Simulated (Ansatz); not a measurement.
Frontier orbitals of H$_{4}$S$_{4}$Si (`S[Si](S)(S)S`).

Total charge 0; spin multiplicity 1. Geometry: relaxed with PBE0-D4/def2-TZVP. It is one conformer, not always the lowest. Basis def2-TZVPP, Ansatz.

```
 functional  HOMO (eV)  LUMO (eV)  gap (eV)
LDA (SPW92)      -6.52      -1.59      4.93
        PBE      -6.39      -1.37      5.02
     B97M-V      -6.76      -1.13      5.63
       PBE0      -7.61      -0.45      7.16
      BHLYP      -8.67       0.54      9.21
    LC-ωPBE     -10.33       1.83     12.16
    ωB97M-V      -9.76       1.50     11.26
```

From PBE to PBE0 the HOMO moves by −1.22 eV and the LUMO by +0.93 eV, and with ωB97M-V by −3.37 and +2.87 eV, so the gap grows from 5.02 to 11.27 eV with exact exchange. A positive LUMO is unbound and depends on the basis.

LC-ωPBE has ω = 0.4 bohr⁻¹.
